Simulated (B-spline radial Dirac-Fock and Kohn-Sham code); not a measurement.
Method: the Dirac equation of a negative muon with reduced mass in the field of a spherical finite nucleus, with the Uehling potential to all orders; nuclear polarisation, deformation, hyperfine structure, self-energy, higher-order vacuum polarisation, relativistic recoil and electron screening are left out. Computed with a radial finite-basis atomic code. The nuclear charge is a Fermi distribution (skin thickness 2.3 fm).

Q: A muonic atom of atomic mass 93.93 u emits these computed lines: 2p3/2 → 1s1/2 2223 keV, 3d5/2 → 2p3/2 539.3 keV, 4f7/2 → 3d5/2 188.4 keV, 5g9/2 → 4f7/2 86.94 keV. Which element is it, and what rms charge radius was used?

A: Rubidium (Z = 37, nuclide ⁹⁴Rb); the high transitions hardly feel the nucleus and fix Z. The 2p → 1s line lies 730.5 keV below the value for a point nucleus without QED, which for this nuclear model gives a radius near 4.32 fm (4.3184 fm was used).
